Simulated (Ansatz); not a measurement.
One change: `C=C(C)CF` becomes `C=C(C)[SiH2][SiH3]`.

Ansatz, PBE0-D4/def2-TZVP geometries, multiplicity 1. Each molecule was computed in one conformer, which needn't be the lowest.

```csv
property,`C=C(C)CF`
HOMO–LUMO gap (ωB97M-V/def2-TZVPP) / eV,11.96
HOMO–LUMO gap (PBE/def2-TZVPP) / eV,5.50
HOMO energy (PBE0/def2-TZVPP) / eV,-7.34
HOMO energy (B3LYP/def2-TZVPP) / eV,-7.13
size of the dipole moment (PBE/def2-TZVPP) / D,1.90
LUMO energy (ωB97M-V/def2-TZVPP) / eV,2.37
```

(1) What does the change do to each property? (An estimate is asked.)

Results:

(1) The calculation gave: 
| property | `C=C(C)[SiH2][SiH3]` | shift |
| --- | --- | --- |
| HOMO–LUMO gap (ωB97M-V/def2-TZVPP) / eV | 11.11 | -0.85 |
| HOMO–LUMO gap (PBE/def2-TZVPP) / eV | 4.99 | -0.51 |
| HOMO energy (PBE0/def2-TZVPP) / eV | -7.41 | -0.07 |
| HOMO energy (B3LYP/def2-TZVPP) / eV | -7.20 | -0.07 |
| size of the dipole moment (PBE/def2-TZVPP) / D | 0.86 | -1.04 |
| LUMO energy (ωB97M-V/def2-TZVPP) / eV | 1.59 | -0.78 |

With PBE0 the HOMO falls by 0.07 eV and the LUMO falls by 0.71 eV, so the gap narrows by about 0.64 eV. PBE moves the HOMO by -0.14 eV and ωB97M-V by 0.07 eV. The zero-point energy changes by 28.6 kJ/mol with +9 modes. Dipoles are sizes alone; their direction can turn.

Positive LUMOs are unbound, so they and the gaps depend on the basis.

B3LYP here is the variant with VWN-RPA as its local correlation; programs differ in this.
